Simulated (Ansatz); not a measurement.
`CN(C)c1cc2sc(-c3cc4sc(-c5cc6sc(-c7cc8sc(-c9cc%10sc(-c%11cc%12sc(C#N)cc%12s%11)cc%10s9)cc8s7)cc6s5)cc4s3)cc2s1`, 71 atoms. Hardware: 5 threads of AMD EPYC 7R13 on a shared host and a share (37 GiB) of an NVIDIA H100 80GB HBM3.

Single mean-field runs in def2-SVP are fitted with def2-universal-jkfit.

Task: How many basis functions does each of these Ansatz runs have, and roughly what does it cost? PBE-D4/def2-SVP, charge 0 singlet, energy and forces, from earlier orbitals; PBE0-D4/def2-SVP, charge 1 doublet at the geometry of the charge 0 singlet, energy; PBE0-D4/def2-SVP, charge 0 triplet at the geometry of the charge 0 singlet, energy; PBE-D4/def2-SVP, charge 0 singlet, relaxation, 6 steps; r2SCAN-D4/def2-SVP, charge 0 singlet, energy and forces, from earlier orbitals; PBE-D4/def2-SVP, charge 1 doublet at the geometry of the charge 0 singlet, energy, from earlier orbitals; PBE0-D4/def2-SVP, charge -1 doublet at the geometry of the charge 0 singlet, energy; PBE-D4/def2-SVP, charge 0 triplet at the geometry of the charge 0 singlet, energy, from earlier orbitals; PBE0-D4/def2-SVP, charge 0 singlet, energy, from earlier orbitals.

Result: Other jobs shared the machine, so times can vary by a factor of up to 3.

```
                                                                                                     run  functions  fitting or Cholesky vectors  wall time  peak host memory (GiB)
                             PBE-D4/def2-SVP, charge 0 singlet, energy and forces, from earlier orbitals        880                         4939       12 s                     1.4
                          r2SCAN-D4/def2-SVP, charge 0 singlet, energy and forces, from earlier orbitals        880                         4939       12 s                     1.5
                                       PBE0-D4/def2-SVP, charge 0 singlet, energy, from earlier orbitals        880                         4939       13 s                     1.3
PBE-D4/def2-SVP, charge 1 doublet at the geometry of the charge 0 singlet, energy, from earlier orbitals        880                         4939       14 s                     1.6
PBE-D4/def2-SVP, charge 0 triplet at the geometry of the charge 0 singlet, energy, from earlier orbitals        880                         4939       20 s                     1.7
                     PBE0-D4/def2-SVP, charge -1 doublet at the geometry of the charge 0 singlet, energy        880                         4939       26 s                     1.7
                      PBE0-D4/def2-SVP, charge 1 doublet at the geometry of the charge 0 singlet, energy        880                         4939       26 s                     1.7
                      PBE0-D4/def2-SVP, charge 0 triplet at the geometry of the charge 0 singlet, energy        880                         4939       35 s                     1.7
                                                  PBE-D4/def2-SVP, charge 0 singlet, relaxation, 6 steps        880                         4939       39 s                     1.4
```
